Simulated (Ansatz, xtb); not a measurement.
**Relative energy of two isomers of C4H9NSi**

Structure X is `C=C/C(N)=C\[SiH3]`, a singlet and structure Y is `C=C/C(N)=C/[SiH3]`, a singlet. Both are isolated molecules in the gas phase, relaxed with PBE-D3(BJ)/def2-SVP; the shapes shown needn't be the lowest conformers.

X (Å):

```xyz
15

C    -2.6177   -2.2529   -1.5232
C    -1.7307   -1.4423   -0.9066
C    -0.4855   -1.8782   -0.2498
C     0.5058   -0.9800    0.0780
N    -0.3574   -3.2432   -0.0457
Si    0.5631    0.8444   -0.2871
H    -2.4472   -3.3372   -1.6204
H    -3.5318   -1.8496   -1.9838
H    -1.9227   -0.3576   -0.8782
H     0.4342   -3.5397    0.5263
H    -1.2196   -3.7521    0.1587
H     1.4042   -1.3992    0.5690
H     1.5363    1.4912    0.6635
H    -0.7785    1.5133   -0.1118
H     1.0244    1.1748   -1.6879
```

Y (Å):

```xyz
15

C    -3.2360   -2.0733   -1.1980
C    -2.3409   -1.1119   -0.8844
C    -0.9258   -1.3328   -0.5334
C    -0.0639   -0.2593   -0.4698
N    -0.5418   -2.6500   -0.3435
Si    1.7394   -0.3152   -0.0281
H    -2.9558   -3.1374   -1.2543
H    -4.2790   -1.8223   -1.4419
H    -2.6548   -0.0557   -0.8871
H    -1.2493   -3.2624    0.0673
H     0.3899   -2.7924    0.0533
H    -0.5008    0.7185   -0.7307
H     2.0283   -1.5557    0.7907
H     2.1318    0.8897    0.7859
H     2.6625   -0.3704   -1.2219
```

Energies in hartree; the thermal terms are from GFN2-xTB frequencies at re-optimised GFN2-xTB minima (ideal gas, soft modes damped towards free rotors, one conformer each, 298.15 K, 1 atm) and include the zero-point energy:

```
                              X           Y
E, CCSD(T)/def2-SVP  −500.709155  −500.710393
    E, MP2/def2-SVP  −500.609886  −500.611112
  E, MP2/def2-TZVPP  −501.129894  −501.131351
  zero-point energy     0.113455     0.113403
       H(298 K) − E     0.122857     0.122873
       G(298 K) − E     0.080975     0.080822
```

Problem. Correct the CCSD(T) difference for the basis set by the MP2 change, then work out ΔE, ΔE₀, ΔH and ΔG for X → Y in kJ/mol (1 Eh = 2625.50 kJ/mol) and the equilibrium ratio [Y]/[X].

Solution. 1. Differences Y − X: CCSD(T) −0.001238, MP2 in the small set −0.001226, MP2 in the large set −0.001457 Eh.
2. ΔE = −0.001238 + (−0.001457 − (−0.001226)) = −0.001469 Eh = −3.86 kJ/mol.
3. ΔE₀ = ΔE + ΔZPE = −0.001469 + (−0.000052) Eh = −3.99 kJ/mol.
4. ΔH = ΔE + (+0.000016) Eh = −3.81 kJ/mol.
5. ΔG = ΔE + (−0.000153) Eh = −4.26 kJ/mol, so ΔS = (ΔH − ΔG)/T = +1.5 J/(mol K).
6. kT = 0.9442 mEh, so K = [Y]/[X] = exp(−ΔG/kT) = exp(+1.72) ≈ 5.6.

The sums favour Y, but ΔE leans on the basis-set step (CCSD(T) alone has the other sign or is under 1 kcal/mol), so the order isn't settled. An error of 4 kJ/mol in ΔG would change K by a factor of 5. Mirror images and further conformers aren't counted.

As drawn, both hold the same kinds of bond in the same numbers.

Other levels gave ΔE = −0.2 (GFN2-xTB); −0.9 (HF/STO-3G, GFN2-xTB geometries); −3.1 (r2SCAN-D4/def2-SVP, GFN2-xTB geometries); −4.5 (PBE-D3(BJ)/def2-SVP); −3.6 (HF/def2-SVP); −3.2 (MP2/def2-SVP); −3.3 (CCSD(T)/def2-SVP) kJ/mol. The correlated steps freeze 10 core orbitals. Programs: Ansatz 0.2.0, xtb 6.7.1.
